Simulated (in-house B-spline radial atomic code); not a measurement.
Configurations of Ga VII (Ga6+), with energies counted from [Ar] 3d7. All numbers are computed (scalar-relativistic (X2C) LC-wPBE, spin-polarised, spherical fractional occupations, exact exchange averaged over the configuration; Fermi nucleus of rms radius 3.9973 fm) with a B-spline radial code for spherical atoms, not measured. Shells without spins written out take the highest spin.

Occupations are held fixed; configurations that lie above the ionisation limit could autoionise.

```
       configuration  E - E(ref) (eV)  highest orbital  its <r> (bohr)
        [Ar] 3d6 4p1           59.426            4p up           1.677
        [Ar] 3d6 4f1            97.32            4f up           2.376
[Ne] 3s2 3p5 3d7 4p1            141.7            4p up           1.675
[Ne] 3s2 3p5 3d7 4d1           162.54            4d up           1.975
```

(1) Order these further configurations by energy, lowest first.
A. [Ne] 3s2 3p5 3d7 4s1
B. [Ne] 3s2 3p5 3d7 4f1
C. [Ne] 3s2 3p5 3d8
D. [Ar] 3d6 4d1
E. [Ar] 3d6 4s1

Results:

(1) E (45.595 eV), D (80.193 eV), C (82.151 eV), A (127.85 eV), B (179.64 eV).
